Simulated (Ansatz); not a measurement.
C2H4OSSi (`O=CC([SiH3])=S`), relaxed with RKS PBE-D4/def2-SVP in Ansatz 0.2.0 from a rough embedded geometry. The force threshold is 0.03 eV/Å; the program also tests the step.

Total charge 0; spin multiplicity 1.

Start:

```xyz
9

O     1.276    1.220    1.237
C     1.175    1.143    0.032
C     0.492   -0.027   -0.573
Si   -1.066   -0.769    0.320
S     1.055   -0.634   -1.999
H     1.524    1.904   -0.665
H    -1.954   -1.419   -0.658
H    -0.673   -1.769    1.340
H    -1.829    0.351    0.966
```

(1) By how much does the energy fall, and how many steps does the optimiser take? (Estimate.)

(2) Which bonds change most? (Best estimate.)

(3) Give the relaxed structure. (An estimate is asked.)

## Answers

(1) Ansatz gave: 15.60 kJ/mol, in 15 steps, 3 of them rejected.

(2) The calculation gave: C2–H6 from 1.090 to 1.129 Å; Si4–H7 from 1.472 to 1.499 Å; C3–Si4 from 1.943 to 1.919 Å; Si4–H8 from 1.482 to 1.503 Å.

(3) Ansatz gave: 
```xyz
9

O     1.000    1.304    1.258
C     1.207    1.041    0.086
C     0.364    0.051   -0.668
Si   -1.058   -0.758    0.334
S     0.703   -0.259   -2.245
H     2.039    1.514   -0.514
H    -1.780   -1.702   -0.580
H    -0.481   -1.503    1.505
H    -1.993    0.311    0.826
```
